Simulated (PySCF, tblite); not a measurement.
C₅H₁₄Si₂.
Atom-mapped SMILES: `[CH2:1]=[C:2]([CH3:3])[Si:4]([CH3:5])([CH3:6])[SiH3:7]` (hydrogens: H8, H9 on C1; H10, H11, H12 on C3; H13, H14, H15 on C5; H16, H17, H18 on C6; H19, H20, H21 on Si7)

Cartesian coordinates in Å at the GFN2-xTB level; atoms count from 1:
```xyz
21
C5H14Si2 angstrom
C     -2.069    0.133    1.219
C     -1.326   -0.219    0.178
C     -1.897   -1.066   -0.920
Si     0.512    0.258    0.021
C      0.842    0.695   -1.814
C      0.829    1.846    1.036
Si     1.882   -1.489    0.724
H     -1.680    0.740    2.018
H     -3.104   -0.164    1.317
H     -1.889   -0.515   -1.859
H     -1.293   -1.962   -1.058
H     -2.921   -1.364   -0.702
H      1.865    1.034   -1.953
H      0.698   -0.168   -2.457
H      0.186    1.485   -2.169
H      0.161    2.653    0.749
H      0.695    1.669    2.099
H      1.848    2.197    0.893
H      1.660   -2.725   -0.036
H      1.683   -1.838    2.134
H      3.310   -1.183    0.577
```

The calculation used PBE0/pcSseg-1 in PySCF (dipole) on a GFN2-xTB geometry, gas phase.

Masses are those of the commonest isotopes; rigid-rotor values at the optimised geometry. The values belong to one conformer with, in the numbering `[CH2:1]=[C:2]([CH3:3])[Si:4]([CH3:5])([CH3:6])[SiH3:7]`, C1–C2–Si4–C5 -141°.

Question: What are A, B and C (cm⁻¹)?

Answer: Ia = 284.57, Ib = 417.53, Ic = 446.84 u·Å²; 505379 MHz·u·Å²/I gives 1776, 1210 and 1131 MHz, that is A = 0.05924, B = 0.04037, C = 0.03773 cm⁻¹.

Question: Classify the top.

Answer: An asymmetric top; Ray's κ = -0.754.

Question: What does the inertial defect say?

Answer: Not planar: Δ = Ic − Ia − Ib = -255.26 u·Å². For a rigid frame Δ = −2 Σ m c², so Σ m c² = 127.63 u·Å² lies off the ab plane: 36.54 from hydrogen and 91.09 from heavier atoms. The atom farthest from that plane is 2.62 Å away.

Question: Where do the levels up to J = 4 lie, in MHz?

Answer: Above 0(0,0):
J = 1: 1(0,1) 2341, 1(1,1) 2907, 1(1,0) 2986
J = 2: 2(0,2) 7016, 2(1,2) 7510, 2(1,1) 7749, 2(2,1) 9445, 2(2,0) 9453
J = 3: 3(0,3) 14010, 3(1,3) 14411, 3(1,2) 14887, 3(2,2) 16469, 3(2,1) 16508, 3(3,1) 19500, 3(3,0) 19501
J = 4: 4(0,4) 23302, 4(1,4) 23604, 4(1,3) 24394, 4(2,3) 25829, 4(2,2) 25941, 4(3,2) 28880, 4(3,1) 28884, 4(4,1) 33104, 4(4,0) 33104
The levels of one J sum to (2J + 1)J(J + 1)(A + B + C)/3.

Question: Predict some low-J microwave lines.

Answer: The dipole components are |μa| = 0.61 D, |μb| = 0.56 D, |μc| = 0.41 D. Intensities carry the squares of the components, which stand as 1.00 : 0.86 : 0.46 (a : b : c). Some lines, for components of 0.1 D or more:

```json
{"type": "a", "branch": "Q", "J(Ka,Kc)": "3(1,2) ← 3(1,3)", "MHz": "476", "lower level (cm⁻¹)": "0.481"}
{"type": "c", "branch": "Q", "J(Ka,Kc)": "2(1,2) ← 2(0,2)", "MHz": "494", "lower level (cm⁻¹)": "0.234"}
{"type": "c", "branch": "Q", "J(Ka,Kc)": "1(1,1) ← 1(0,1)", "MHz": "566", "lower level (cm⁻¹)": "0.078"}
{"type": "a", "branch": "Q", "J(Ka,Kc)": "4(1,3) ← 4(1,4)", "MHz": "790", "lower level (cm⁻¹)": "0.787"}
{"type": "b", "branch": "Q", "J(Ka,Kc)": "4(1,3) ← 4(0,4)", "MHz": "1092", "lower level (cm⁻¹)": "0.777"}
{"type": "b", "branch": "Q", "J(Ka,Kc)": "4(2,2) ← 4(1,3)", "MHz": "1547", "lower level (cm⁻¹)": "0.814"}
{"type": "c", "branch": "Q", "J(Ka,Kc)": "3(2,2) ← 3(1,2)", "MHz": "1583", "lower level (cm⁻¹)": "0.497"}
{"type": "b", "branch": "Q", "J(Ka,Kc)": "2(2,0) ← 2(1,1)", "MHz": "1704", "lower level (cm⁻¹)": "0.258"}
{"type": "b", "branch": "Q", "J(Ka,Kc)": "4(2,3) ← 4(1,4)", "MHz": "2225", "lower level (cm⁻¹)": "0.787"}
{"type": "a", "branch": "R", "J(Ka,Kc)": "1(0,1) ← 0(0,0)", "MHz": "2341", "lower level (cm⁻¹)": "0.000"}
{"type": "b", "branch": "Q", "J(Ka,Kc)": "4(3,2) ← 4(2,3)", "MHz": "3051", "lower level (cm⁻¹)": "0.862"}
{"type": "c", "branch": "Q", "J(Ka,Kc)": "4(4,1) ← 4(3,1)", "MHz": "4221", "lower level (cm⁻¹)": "0.963"}
{"type": "b", "branch": "Q", "J(Ka,Kc)": "4(4,0) ← 4(3,1)", "MHz": "4221", "lower level (cm⁻¹)": "0.963"}
{"type": "a", "branch": "R", "J(Ka,Kc)": "2(1,1) ← 1(1,0)", "MHz": "4762", "lower level (cm⁻¹)": "0.100"}
{"type": "b", "branch": "R", "J(Ka,Kc)": "2(2,1) ← 1(1,0)", "MHz": "6459", "lower level (cm⁻¹)": "0.100"}
{"type": "c", "branch": "R", "J(Ka,Kc)": "2(2,0) ← 1(1,0)", "MHz": "6467", "lower level (cm⁻¹)": "0.100"}
{"type": "c", "branch": "R", "J(Ka,Kc)": "2(2,1) ← 1(1,1)", "MHz": "6538", "lower level (cm⁻¹)": "0.097"}
{"type": "b", "branch": "R", "J(Ka,Kc)": "4(1,3) ← 3(2,2)", "MHz": "7925", "lower level (cm⁻¹)": "0.549"}
{"type": "c", "branch": "R", "J(Ka,Kc)": "3(2,2) ← 2(1,2)", "MHz": "8959", "lower level (cm⁻¹)": "0.251"}
{"type": "c", "branch": "R", "J(Ka,Kc)": "3(3,0) ← 2(2,0)", "MHz": "10048", "lower level (cm⁻¹)": "0.315"}
{"type": "c", "branch": "R", "J(Ka,Kc)": "3(3,1) ← 2(2,1)", "MHz": "10055", "lower level (cm⁻¹)": "0.315"}
{"type": "b", "branch": "R", "J(Ka,Kc)": "4(4,0) ← 3(3,1)", "MHz": "13604", "lower level (cm⁻¹)": "0.650"}
```

Question: Estimate the classical rotational partition function at 10 K, 200 K and 500 K.

Answer: Point group C1, symmetry number σ = 1; q = (√π/σ)·√((kT/h)³/(ABC)), k/h = 20836.6 MHz/K: 3420 at 10 K, 306000 at 200 K, 1210000 at 500 K.

Its lowest GFN2-xTB frequency is 7i cm⁻¹, too small to tell a flat minimum from a shallow saddle. No vibrational averaging or centrifugal distortion is included, and the geometry carries the error of its method. A rigid rotor knows nothing of internal rotation, which can split or shift real lines.

Hardware: an Arm Neoverse N1 with one thread, shared host. Cost: 71 s of wall time, 0.91 GiB resident at most. This is the PBE0/pcSseg-1 job that gave the dipole, with the shieldings it also computed.
